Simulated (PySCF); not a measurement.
Sr (strontium, neutral) across methods

[Kr] 5p2, high-spin 3P determinant (an excited configuration). Computed with PySCF 2.14 in aug-cc-pwCVTZ-X2C with one added diffuse shell each of s, p, d, f type (11s10p8d4f, 109 functions), with scalar relativity by spin-free X2C-1e.

```tsv
method	E (hartree)	mean ε 4p α (eV)	mean ε 4p β (eV)	mean ε 5p α (eV)	Σ⟨r²⟩ (bohr²)	⟨S²⟩
PBE	-3178.74	-25.130	-25.036	-2.533	90.75	2.000
TPSSh	-3179.01	-26.206	-26.120	-2.661	91.67	2.000
r2SCAN	-3179.11	-25.824	-25.772	-2.552	91.45	2.000
LDA	-3174.95	-25.238	-25.138	-2.510	90.46	2.000
UHF	-3177.21110	-32.301	-32.131	-3.738	100.1	2.000
CAM-B3LYP	-3179.29	-28.619	-28.527	-3.378	93.10	2.000
```

Task: Estimate the same row for PBE0.

Result: E (hartree) = -3178.81; mean ε 4p α (eV) = -27.194; mean ε 4p β (eV) = -27.082; mean ε 5p α (eV) = -2.927; Σ⟨r²⟩ (bohr²) = 92.04; ⟨S²⟩ = 2.000.
